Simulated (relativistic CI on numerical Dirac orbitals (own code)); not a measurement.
# One change at a time: Rh18+

Base calculation: Dirac-Coulomb-Breit CI, orbitals from a KLI potential per configuration, model QED (radiative potential, 1s self-energy scaled to tabulated hydrogen-like ionisation energies), unscaled Slater integrals.

Configurations in the expansion (outside the closed core [Ne]): 3s2 3p6 3d9, 3s2 3p5 3d10, 3s 3p6 3d10, 3s2 3p6 3d8 4s, 3s2 3p6 3d8 4p, 3s2 3p6 3d8 4d, 3s2 3p6 3d7 4s2, 3s2 3p6 3d8 4f, 3s2 3p5 3d9 4s, 3s2 3p6 3d7 4s 4p, 3s2 3p4 3d10 4s, 3s2 3p6 3d8 5s, 3s2 3p6 3d7 4p2, 3s2 3p5 3d9 4p, 3s2 3p4 3d10 4p, 3s2 3p6 3d8 5p, 3s2 3p6 3d7 4s 4d, 3s2 3p6 3d8 5d, 3s2 3p6 3d7 4p 4d, 3s2 3p4 3d10 4d, 3s 3p5 3d10 4s, 3s2 3p5 3d9 4d, 3s2 3p6 3d8 5f, 3s2 3p5 3d8 4s2, 3s2 3p6 3d8 5g, 3s 3p6 3d9 4s, 3s 3p5 3d10 4p, 3s2 3p6 3d8 6s, 3s2 3p6 3d7 4d2, 3s2 3p6 3d8 6p, 3s2 3p5 3d8 4s 4p, 3s2 3p6 3d8 6d, 3s 3p6 3d9 4p, 3s2 3p5 3d9 4f, 3s2 3p5 3d8 4p2, 3s 3p5 3d10 4d. Levels of other configurations are missing.

Variants: (1) valence Slater integrals scaled by 0.9; (2) Breit term removed; (3) QED terms removed. Shifts of the energy above 3s2 3p6 3d9 2D_5/2, in cm⁻¹, for the lowest level and the first level of each name with at least 55 % of one term (blank where a level changes its place among those of its configuration and J or its character, or is not in the variant):

```csv
Level,Base,Δ(1),Δ(2),Δ(3)
3s2 3p6 3d9 2D_5/2,0,0,0,0
3s2 3p6 3d9 2D_3/2,40155,-35,+1461,-126
3s2 3p5 3d10 2P°_3/2,1518291,+761,+3992,+325
3s2 3p5 3d10 2P°_1/2,1727252,+935,+7212,-72
3s2 3p6 3d8 4s 4F_9/2,2498074,+3366,+368,-1450
3s2 3p6 3d8 4s 4F_5/2,2533716,+1366,+207,-1499
3s 3p6 3d10 2S_1/2,2572088,+609,+2787,+3057
3s2 3p6 3d8 4s 4P_1/2,2585399,-1718,+716,-204
3s2 3p6 3d8 4s 4P_3/2,2590865,-1542,+617,-1570
3s2 3p6 3d8 4s 2P_1/2,2603782,-3575,+323,-1465
3s2 3p6 3d8 4s 2G_9/2,2607684,-4239,+1938,-1549
3s2 3p6 3d8 4s 2G_7/2,2608116,-4220,+1853,-1551
3s2 3p6 3d8 4s 2S_1/2,2718340,-11504,+857,-1537
3s2 3p6 3d8 4p 4D°_7/2,2786499,+4162,-702,-169
3s2 3p6 3d8 4p 4G°_7/2,2828815,+3363,+528,-279
3s2 3p6 3d8 4p 4G°_11/2,2844448,+3454,+462,-270
3s2 3p6 3d8 4p 4D°_3/2,2852116,+2724,+449,-314
3s2 3p6 3d8 4p 4F°_9/2,2854310,+2499,+309,-271
3s2 3p6 3d8 4p 2F°_7/2,2856851,+2210,+324,-277
3s2 3p6 3d8 4p 4D°_1/2,2858636,+1131,-590,-271
3s2 3p6 3d8 4p 4P°_1/2,2869940,+340,-330,-291
3s2 3p6 3d8 4p 4G°_9/2,2884596,+3155,+1445,-386
```

At this charge energies of transitions that change n are usually good to better than 1 %, and those within a shell (Δn = 0) to a few per cent.

Ionisation energy from the two ground configurations alone: base 794.679 eV; valence Slater integrals scaled by 0.9 795.097 eV; Breit term removed 794.926 eV. The NIST ASD value (theoretical) is 794 eV.

LS names give the leading component of a level, which can be under half, so a name can repeat, a term be missing and a line seem to break the LS rules.
